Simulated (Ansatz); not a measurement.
SiSn2⁻, relaxed as a doublet with UKS r2SCAN-D4/def2-TZVPD in Ansatz, starting from the GFN1-xTB geometry. Force threshold 0.02 eV/Å.

In the def2 sets Sn takes a core potential; there is no spin–orbit coupling. The structure comes from a short search, and lower isomers may exist.

Start:

```
atom   x (Å)   y (Å)   z (Å)
 Si1   0.229   0.409  -0.305
 Sn2  -0.291  -0.520   0.388
 Sn3   0.062   0.112  -0.083
```

Q: Estimate the energy that the relaxation releases and the steps that it takes.

A: 3083.72 eV, in 20 steps; 86 s on 4 threads of Intel Xeon 6975P-C on a shared host. No frequencies were taken in this run, so the end may be a saddle point.

Q: Does the start keep its bonding and symmetry?

A: By distances, no bond broke or formed. The bond that changes most is Sn2–Sn3, from 0.86 to 2.97 Å (atoms count from 1). Point group C∞v at the start, C2v at the end, both within 0.05 Å.

Q: Predict the relaxed structure.

A: 
Cartesian coordinates in Å:
```
Si 0.0223 0.7890 -1.0930
Sn -1.2308 -1.0670 0.0346
Sn 1.2085 0.2780 1.0585
```
Bond lengths (bridged metal pairs left out): 2 × Si–Sn 2.51 Å; 1 × Sn–Sn 2.97 Å.
